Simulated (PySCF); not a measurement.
Correlation energy of Sc⁻ (scandium, charge -1)

[Ar] 3d2 4s2, high-spin 3F determinant. Computed with PySCF 2.14 in x2c-QZVPPall with one added diffuse shell each of s, p, d, f, g type (12s8p6d4f3g, 121 functions), with the spin-free X2C one-electron Hamiltonian (Gaussian nucleus). Frozen: [Ar]; 4 electrons correlated.

MP2 pair energies summed by pair of shells (mhartree):

| pair | energy | share (%) |
| --- | --- | --- |
| 3d-4s | -13.62 | 41.8 |
| 4s-4s | -12.05 | 37.0 |
| 3d-3d | -6.91 | 21.2 |

Total MP2 correlation energy: -32.58 mhartree.

Same-spin part -13.94 and opposite-spin part -18.64 mhartree; SCS-MP2 scales them by 1/3 and 6/5 to -27.02 mhartree.

The Hartree-Fock reference does not bind the outermost electron (its level is positive or very diffuse), so these energies belong to a reference that the basis holds together.
